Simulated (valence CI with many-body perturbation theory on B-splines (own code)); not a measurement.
Values are calculated unless marked as measured or tabulated.
## Basis-set convergence for Ce²⁷⁺

Level of theory: relativistic CI+MBPT: three valence electrons over a frozen Dirac-Fock core [Ar] 3d10, radial functions for each j: 9 s, 9 p, 8 d, 6 f, 3 g, 1 h, with the one-electron correlation potential Σ1, the two-electron term Σ2, the three-electron term Σ3, Breit, model QED; selected CI, second order for the rest (own B-spline code, finite nucleus).

No measured spectrum was set against this ion. As an estimate, large intervals hold to a few tenths of a per cent, small ones and those within an open d or f shell to about a per cent.

The reference run has the lowest level (4s^2 4p1/2) J=1/2 and an ionisation energy of 966.955 eV. Its largest variational space holds 8668 state functions.

Levels are named by their leading jj configuration (3d3/2^4 stands for four electrons in 3d with j = 3/2), which in mixed levels can hold well under half, so a name can repeat and another be missing. Letters in brackets count levels of one name in rising energy.

Changed runs:
A. basis 6 s, 6 p, 5 d, 3 f, 1 g
B. basis 5 s, 5 p, 4 d, 2 f

Excitation energies of the reference run in cm⁻¹, and shifts in cm⁻¹:

| Level | Reference | A | B |
| --- | --- | --- | --- |
| (4s^2 4p3/2) J=3/2 | 209692 | -18 | -23 |
| (4s 4p1/2^2) J=1/2 | 470619 | -63 | -197 |
| (4s 4p1/2 4p3/2) J=3/2 [a] | 621579 | -156 | -545 |
| (4s 4p1/2 4p3/2) J=5/2 | 663285 | -70 | -191 |
| (4s 4p1/2 4p3/2) J=3/2 [b] | 728571 | +41 | +280 |
| (4s 4p1/2 4p3/2) J=1/2 | 756925 | +93 | +485 |
| (4s 4p3/2^2) J=5/2 | 858051 | -84 | -210 |
| (4s 4p3/2^2) J=1/2 | 967001 | +135 | +735 |
| (4s 4p3/2^2) J=3/2 | 970937 | +75 | +438 |
| (4s^2 4d3/2) J=3/2 | 1067670 | +216 | +1190 |
| (4s^2 4d5/2) J=5/2 | 1103900 | +195 | +1119 |
| (4p1/2^2 4p3/2) J=3/2 | 1219540 | -19 | +4.3 |
| Ionisation energy (eV) | 966.955 | -0.020 | -0.072 |
